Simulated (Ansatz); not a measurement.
One change: `O=C(O)[SiH2][SeH]` becomes `O=[C](O)[GeH3]`.

Ansatz, PBE0-D4/def2-TZVP geometries, multiplicity 1. Each molecule was computed in one conformer, which needn't be the lowest.

Scalar relativity is left out up to krypton.

```csv
property,`O=C(O)[SiH2][SeH]`
HOMO energy (ωB97M-V/def2-TZVPP) / eV,-9.40
size of the dipole moment (PBE/def2-TZVPP) / D,1.69
LUMO energy (PBE0/def2-TZVPP) / eV,-1.12
size of the dipole moment (B3LYP/def2-TZVPP) / D,1.71
HOMO energy (PBE/def2-TZVPP) / eV,-6.00
HOMO–LUMO gap (PBE/def2-TZVPP) / eV,3.90
```

Problem. Give the same properties after the change, and the shifts. (An estimate is asked.)

Solution. Computed: 
```
                                        property  `O=[C](O)[GeH3]`  shift
           HOMO energy (ωB97M-V/def2-TZVPP) / eV            -10.18  -0.78
  size of the dipole moment (PBE/def2-TZVPP) / D              1.35  -0.34
              LUMO energy (PBE0/def2-TZVPP) / eV             -0.57   0.55
size of the dipole moment (B3LYP/def2-TZVPP) / D              1.43  -0.28
               HOMO energy (PBE/def2-TZVPP) / eV             -6.41  -0.41
             HOMO–LUMO gap (PBE/def2-TZVPP) / eV              4.77   0.87
```

With PBE0 the HOMO falls by 0.65 eV and the LUMO rises by 0.55 eV, so the gap widens by about 1.20 eV. PBE moves the HOMO by -0.41 eV and ωB97M-V by -0.78 eV. Dipoles are sizes alone; their direction can turn.

B3LYP here is the variant with VWN-RPA as its local correlation; programs differ in this.

Spin–orbit coupling is left out; it splits and shifts lone-pair levels of the heavy atoms by tenths of an eV.
